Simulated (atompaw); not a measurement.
**Building the PAW (atompaw) potential for Ni (Z = 28) (PBE, scalar-relativistic).**

nickel (Ni), PAW, made with atompaw 4.2.0.5 (PBE, scalar-relativistic). Core [Ar], reference 3d8 4s2 4p0. Waves: 4s (bound): rc 2.75 bohr; 4s channel at 0.45 Ry: rc 2.75 bohr; 4p (bound, empty): rc 2.75 bohr; 4p channel at 0.4 Ry: rc 2.60 bohr; 3d (bound): rc 1.05 bohr; 3d channel at 2.95 Ry: rc 1.05 bohr. Local part: ultrasoft scheme with l = 3 at -0.5 Ry, radius 2.50 bohr. Core correction: smooth core density matched at 2.10 bohr. Augmentation charge: besselshape compensation charge, radius 2.45 bohr; PAW radius 2.75 bohr; waves and projectors: custom polynom gramschmidtortho.

All-electron outer shells of the reference configuration (PBE, scalar-relativistic, ld1.x):

| shell | level (eV) | outermost node (bohr) | outermost maximum (bohr) |
| --- | --- | --- | --- |
| 3s | -111.06 | 0.30 | 0.64 |
| 3p | -71.39 | 0.27 | 0.65 |
| 3d | -8.87 | – | 0.63 |
| 4s | -5.64 | 0.92 | 2.24 |
| 4p | -1.22 | 1.00 | 3.17 |

(1) Estimate the cutoffs (Ry, on a coarse ladder) from which the occupation-weighted sum of valence levels, in a spherical-Bessel basis at the reference potential, stays within 10 and 1 mRy of its value at 400 Ry.

(2) Does the potential have ghost states?

(3) Is the overlap operator S = 1 + Σ q|β⟩⟨β| positive definite (Bessel basis up to 400 Ry)?

(4) Which valence shell sets the plane-wave cutoff?

## Answers

(1) 140 Ry and 230 Ry.

(2) No extra level below or beside the all-electron valence levels (s, p, d, f tested).

(3) Yes: its lowest eigenvalue is 0.19 (s channel).

(4) 3d: its level needs 140 Ry to come within 1 mRy, against 6 Ry for 4s.
